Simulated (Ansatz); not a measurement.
`OB(O)OB(O)O` + `FC(F)(F)[SeH]` → `OB(O)[Se]C(F)(F)F` + `OB(O)O`  (ligand exchange at a B–O bond)

Calculated with Ansatz (gas phase, PBE0-D4/def2-TZVP geometries, no zero-point term in ΔE). CBS: MP2 limit from def2 TZ/QZ plus the TZ coupled-cluster correction, frozen cores. This one scheme is used for every species. DFT in def2-TZVPP. B3LYP here is the variant with VWN-RPA as its local correlation; programs differ in this. For Se outer-core shells are correlated without core-valence functions, which leaves a few kJ/mol of doubt a bond. Scalar relativity is left out up to krypton. One conformer a species, not always the lowest.

| level | ΔE (eV) |
| --- | --- |
| B3LYP | 0.64 |
| CCSD/def2-TZVPP | 0.62 |
| MP2/CBS(def2) | 0.51 |
| CCSD/CBS(def2) | 0.61 |

(1) What does CCSD(T)/CBS give? (An estimate is asked.)

Largest T1 diagnostic among the species: 0.012.

## Answers

(1) Ansatz gave: +0.58 eV. The listed levels differ from it by 0.06, 0.04, -0.07, 0.03 eV.

From PBE to PBE0 (25 % exact exchange), in def2-TZVPP and without D4, ΔE moves by +0.05 eV. The D4 term adds −0.03 eV with B3LYP and −0.02 eV with PBE0; it sums over pairs of atoms, weighted by their polarisabilities, and B3LYP, whose exchange is more repulsive, gets the larger term.
